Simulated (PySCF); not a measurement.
C6H12OSi: full NMR table

```
Formula                               : C6H12OSi
SMILES                                : CC(=O)/C=C/[SiH](C)C
InChI                                 : InChI=1S/C6H12OSi/c1-6(7)4-5-8(2)3/h4-5,8H,1-3H3/b5-4+
Point group of the computed structure : C1
Degrees of unsaturation               : 2
Carbon signals                        : 5
Proton signals                        : 5
```

Mapped SMILES: `[CH3:1][C:2](=[O:3])/[CH:4]=[CH:5]/[SiH:6]([CH3:7])[CH3:8]`; H(Xn) means a hydrogen on atom n.

[PySCF 2.14: NMR shieldings at PBE0/pcSseg-1/GIAO; GFN2-xTB structure; non-relativistic Hamiltonian; in vacuum; one averaged value for each set of equivalent atoms; one computed conformer]

References, each an isolated molecule treated in the same way: ¹H (31.72 ppm), ¹³C (186.93 ppm), ²⁹Si (349.16 ppm) vs TMS; H2O for ¹⁷O (336.08 ppm).

| carbon | δC, type | δH (multiplicity) | HMBC from (2–3 bonds) | span of the C tensor (ppm) |
| --- | --- | --- | --- | --- |
| C1 | 33.7, CH3 | 2.22 (s) | H(C4) | 55 |
| C2 | 197.3, C | – | H(C5), H(C4), H(C1) | 204 |
| C4 | 146.4, CH | 6.66 (d) | H(C5), H(Si6), H(C1) | 216 |
| C5 | 155.8, CH | 7.79 (m) | H(C4), H(Si6), H(C7)/H(C8) | 265 |
| C7/C8 | -4.3, CH3 | 0.25 (d) | H(C5), H(Si6), H(C7)/H(C8) | 7 |

Other nuclei:
| atoms | nucleus | environment | δ (ppm) | σ (ppm) |
| --- | --- | --- | --- | --- |
| H(Si6) | ¹H | hydrogen on a silicon bonded to 3 C | 4.77 | 26.95 |
| Si6 | ²⁹Si | silicon bonded to 3 C, H | -26.9 | 376.0 |
| O3 | ¹⁷O | ketone oxygen | 639.9 | -303.8 |

Carbon types of the structure: 1 × C, 2 × CH, 3 × CH3, leaving 1 H on heteroatoms. δC 197.3: ketone carbonyl carbon; low-lying n→π* states of the double bond to the heteroatom give a large paramagnetic term (-258 ppm). δC 155.8: β carbon of a C=C–C=O unit; conjugation with the carbonyl draws π density from the β position. δC 146.4: α carbon of a C=C–C=O unit; as expected for a trigonal carbon in a double bond. δC -4.3: methyl carbon bonded to Si; an electropositive neighbour leaves it electron-rich and shielded. δH 2.22: hydrogen on a methyl carbon α to a carbonyl; α to C=O.

Shifts are as computed. Against solution values, carbons near 30 ppm lie about +3 ppm off and those near 130 ppm about +5 ppm. Of 1211 compounds with measured shifts, 218 miss one by over three times the rms of a fit or turn the order of signals round; such compounds aren't used in these exercises. Unscaled 17O shifts of doubly bonded oxygen tend to come out too high, by tens of ppm or more. Experimental scales use liquid or dissolved standards, which lie at an offset from isolated H2O (liquid H2O: subtract about 36 ppm). Multiplicities follow the n + 1 count of equivalent neighbours, as no J values were calculated; m marks all less simple cases, F and P coupling included.
